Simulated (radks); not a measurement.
The numbers below are computed, except where a source is named.
Ionisation of the lanthanum ion La+, [Xe] 5d2, to [Xe] 5d1 as the strength of local exchange is varied. Level of theory: Dirac Kohn-Sham, Slater X-alpha exchange (alpha = 2/3 is LDA exchange), no correlation, spin-unpolarised, spherical densities, finite nucleus; open shells are shared between the two j in proportion to 2j + 1; Fermi nuclear charge, rms radius 4.855 fm (a radial shooting solver on a logarithmic mesh with Libxc functionals).

| alpha | E(La+) (hartree) | exchange (hartree) | IE (eV) | -e of the level emptied (eV) | <r> of it (bohr) |
|---|---|---|---|---|---|
| 0.633 | -8475.3366 | -181.9213 | 9.591 | 6.033 (5d5/2) | 3.060 |
| 0.667 | -8485.1134 | -191.9026 | 9.886 | 6.272 (5d5/2) | 3.009 |
| 0.851 | -8538.2086 | -246.2892 | 11.599 | 7.700 (5d5/2) | 2.767 |
| 0.904 | -8553.5604 | -262.0706 | 12.129 | 8.153 (5d5/2) | 2.707 |
| 0.962 | -8570.3902 | -279.4001 | 12.728 | 8.669 (5d5/2) | 2.645 |
| 1.034 | -8591.3256 | -300.9984 | 13.498 | 9.341 (5d5/2) | 2.573 |

NIST Atomic Spectra Database: 11.185 eV (measured). The Delta-SCF value meets it near alpha = 0.81. Spin polarisation and multiplet splitting are left out, so open shells lie too high by an amount that depends on their filling. Sharing an open shell by 2j + 1 raises it above the true ground level by a part of the spin-orbit splitting, which enters the differences from NIST.

Beside tabulated values, note that spin-unpolarised runs miss the spin-polarisation part of the exchange energy of open shells.
